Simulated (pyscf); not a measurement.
H₂N–WH(F)(F)(F)–F (SMILES [NH2][WH]([F])([F])([F])[F]), singlet

Gas-phase minimum from PySCF at ωB97X-D3(BJ)/def2-SVP, one conformer. 

```xyz
9

N     -1.7479     0.2706    -1.3531
W     -0.1176     1.2810    -1.2621
F      0.7783     0.4137     0.1024
F      0.6676     2.8310    -0.5474
F     -0.1693     2.2458    -2.8379
F      0.3792    -0.1954    -2.3452
H     -1.7427    -0.5993    -1.8875
H     -2.6452     0.4883    -0.9358
H     -1.3649     2.0288    -0.4165
```

Bonds (Å): N1–W2 1.920, N1–H7 1.021, N1–H8 1.013, W2–F3 1.848, W2–F4 1.879, W2–F5 1.848, W2–F6 1.897, W2–H9 1.682. Bond angles (°): W2–N1–H7 118.0, W2–N1–H8 128.3, H7–N1–H8 113.8, N1–W2–F3 101.5, N1–W2–F4 143.8, N1–W2–F5 102.2, N1–W2–F6 77.6, N1–W2–H9 68.2, F3–W2–F4 84.5, F3–W2–F5 152.6, F3–W2–F6 85.9, F3–W2–H9 101.4, F4–W2–F5 84.6, F4–W2–F6 138.6 (the first ones only).

Properties at ωB97X-D3(BJ)/def2-SVP:

- Harmonic wavenumbers, unscaled: 78, 129, 237, 239, 260, 336, 354, 415, 628, 660, 671, 727, 729, 745, 761, 885, 1217, 1551, 2167, 3562, 3718 cm⁻¹
- Zero-point energy: 28.7 kcal/mol
- Rotational symmetry number: 1
- Entropy of this conformer at 298 K and 1 atm, rigid rotor and harmonic oscillator, modes under 100 cm⁻¹ raised to 100: 367.2 J/(mol K)
- Dipole moment: 3.37 D

Single-point totals, which compare only within one level:

| level | total energy (hartree) |
|---|---|
| ωB97X-D3(BJ)/def2-TZVP | -523.49699 |
| PBE/def2-TZVP | -523.05387 |
| r²SCAN/def2-TZVP | -523.29881 |
| B3LYP-D3(BJ)/def2-TZVP | -523.47413 |
| PBE0-D3(BJ)/def2-TZVP | -522.97987 |
| M06-2X/def2-TZVP | -523.13245 |
| ωB97M-D3(BJ)/def2-TZVP | -523.45809 |

Soft torsions are taken as harmonic, which can shift the entropy by several J/(mol K). Elements past Kr carry the def2 core potentials, without spin-orbit coupling.
